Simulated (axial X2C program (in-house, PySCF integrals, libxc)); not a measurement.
# Potential curves of SeI, scalar-relativistic

Calculated with an axial X2C code built on PySCF integrals. Spin-free means the one-electron spin-free X2C Hamiltonian. Basis: I dyall-cv3z [11s12p8d4f1g], Se dyall-cv3z [8s9p6d4f1g] (cores contracted in-house); Gaussian nuclei, density fitting, unrestricted open shells. Masses: I 126.904 u, Se 79.917 u.

State: M_S = 1/2, Λ = 1 (beyond evenly filled blocks: π+α, π+β, π-α). Energies in cm⁻¹ from the fragments at the same level (I + Se). Fits are polynomials in 1 − R0/R over 0.85 to 1.23 times the lowest point R0.

```csv
R (Å),CCSD,PBE0,TPSS
2.1315,,-9886,-10456
2.2295,-10503,-15050,-15806
2.3030,-12938,-17184,-18087
2.3765,-14263,-18235,-19287
2.4500,-14760,-18478,-19681
2.5358,-14578,-18019,-19398
2.6215,-13808,-17003,-18554
2.7318,-12151,-15173,-16937
2.8665,,-12512,-14517
3.0625,,-8470,-10724
```

Correlated methods: 13 electrons correlated (number of frozen shells: I 4 s, 3 p, 2 d; Se 3 s, 2 p, 1 d), 261 virtual spin orbitals or spinors in MP2, 90 natural virtuals in coupled cluster.

One determinant describes the state; a PBE0 search over occupations chose it and may have missed a lower one. De is counted from the lowest determinant-based energies of the atoms at the same level, without counterpoise correction. CCSD ran in a truncated set of natural virtual spinors with an MP2 remainder; without triples it tends to underbind. The functionals have no current-density term, which raises determinants with orbital currents, atoms included. The determinant is spin-polarised beyond a pure state at some levels (its spin-free form has ⟨S²⟩ too high), which makes Re and μ there less reliable. Spin-free De lacks the spin–orbit lowering of the heavy p-block atom, a tenth of an eV or more for 4p and 5p, up to an eV for 6p and one to two eV for 7p atoms, less what an open-shell molecule gains itself. Coupled cluster ran on the points near the minimum only. MP2 and coupled cluster on one determinant become unreliable at the stretched end.

(1) Fit the CCSD curve near its minimum: give the equilibrium distance, the harmonic wavenumber and the well depth.

(2) What are Re, ωe and De at the PBE0 level?

(3) Fit the TPSS curve near its minimum: give the equilibrium distance, the harmonic wavenumber and the well depth.

Answers

(1) At CCSD, spin-free: Re = 2.470 Å, ωe ≈ 266 cm⁻¹, De = 1.83 eV to I + Se; Be follows as 0.0563 cm⁻¹.

(2) At PBE0, spin-free: Re = 2.440 Å, ωe ≈ 281 cm⁻¹, De = 2.29 eV to I + Se; Be follows as 0.0578 cm⁻¹.

(3) At TPSS, spin-free: Re = 2.458 Å, ωe ≈ 270 cm⁻¹, De = 2.44 eV to I + Se; Be follows as 0.0569 cm⁻¹.
